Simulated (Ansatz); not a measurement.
Stepwise reaction of `[Cl][Al]([Cl])[SeH]` with hydrogen fluoride, as a gas-phase model of exchange steps in deposition or etching. ΔE in kJ/mol; ΔG adds harmonic PBE0-D4 terms to CCSD(T)/CBS, at 1 bar.

Computed with Ansatz on PBE0-D4/def2-TZVP structures; ΔE is electronic, products minus reactants. CCSD(T)/CBS is the MP2 limit (def2-TZVPP, def2-QZVPP) plus CCSD(T) − MP2 in def2-TZVPP, frozen cores. This one scheme is used for every species. Functionals use def2-TZVPP. B3LYP here is the variant with VWN-RPA as its local correlation; programs differ in this. For Se outer-core shells are correlated without core-valence functions, which leaves a few kJ/mol of doubt a bond. Scalar relativity is left out up to krypton. Each species was taken in one conformer, which may not be the lowest.

```json
{"step": "2", "reaction": "`[F][Al]([Cl])[SeH]` + H–F → `[F][Al]([F])[SeH]` + HCl", "PBE-D4": "-17.4", "B3LYP-D4": "-23.3", "ωB97M-V": "-20.8", "CCSD(T)/CBS": "-19.1", "ΔG(500 K)": "-24.7"}
```

(1) Give the row of step 1, `[Cl][Al]([Cl])[SeH]` + H–F → `[F][Al]([Cl])[SeH]` + HCl. (Best estimate.)

(2) By hand: ΔE of the 2 steps together at CCSD(T)/CBS.

Answers

(1) Ansatz gave: 
```tsv
step	reaction	PBE-D4	B3LYP-D4	ωB97M-V	CCSD(T)/CBS	ΔG(500 K)
1	`[Cl][Al]([Cl])[SeH]` + H–F → `[F][Al]([Cl])[SeH]` + HCl	-17.0	-23.0	-20.7	-18.0	-23.9
```

(2) (-18.0) + (-19.1) = -37.1 kJ/mol, or -18.6 kJ/mol a step.

In ΔE the steps differ by no more than 1.1 kJ/mol. All are downhill at CCSD(T)/CBS. ΔG lies between -24.7 and -23.9 kJ/mol a step. PBE-D4 differs from CCSD(T)/CBS by 1.0 to 1.7 kJ/mol a step. Isolated molecules leave out the surface, adducts and barriers. Largest T1 diagnostic: 0.011.
